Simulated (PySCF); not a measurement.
A GIAO shielding run with PySCF 2.14 (density fitting, non-relativistic, gas phase) on `InChI=1S/C2H2F2O3/c3-1(4)7-2(5)6/h1H,(H,5,6)/p-1`:

```
$ OMP_NUM_THREADS=1 python probes_run.py task.json out

{"job": {"kind": "nmr", "xc": "PBE0", "basis": "pcSseg-1"}, "charge": -1, "multiplicity": 1}
O      0.950126     0.995249     1.184377
C      1.452209     0.172912     0.479008
O      2.506508    -0.312052     0.226412
O      0.304363    -0.557258    -0.489649
C     -0.899032    -0.140870    -0.337571
F     -1.797268    -1.152364     0.003841
F     -1.470912     0.346447    -1.512835
H     -1.036938     0.657348     0.421851
```

Hardware: 1 thread of an Arm Neoverse V1, shared host. The job also computes population analyses, field gradients.

Q: How large is the calculation?

A: 56 electrons, 124 basis functions and 645 auxiliary functions.

Q: How long does it take, and how much memory does it need?

A: 12 s of wall time, with 14 SCF cycles and 5 response iterations; peak memory 0.57 GiB. Times on a shared host scatter by some tens of per cent.
